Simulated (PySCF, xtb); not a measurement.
Cu₂, SMILES [Cu][Cu], multiplicity 1.

GFN2-xTB (xtb) at its own geometry gives an orbital gap of 5.67 eV and a dipole moment of 0.00 D.

Geometry: r2SCAN-D4/def2-TZVP. The multiplicity is an assumed one; other spin states were not compared.

### Question
What does PBE/def2-TZVPD in PySCF give? (An estimate is asked for; the answer gives what the named calculation found.)

### Answer
gap 1.80 eV (levels -4.83 and -3.03 eV), dipole 0.00 D.
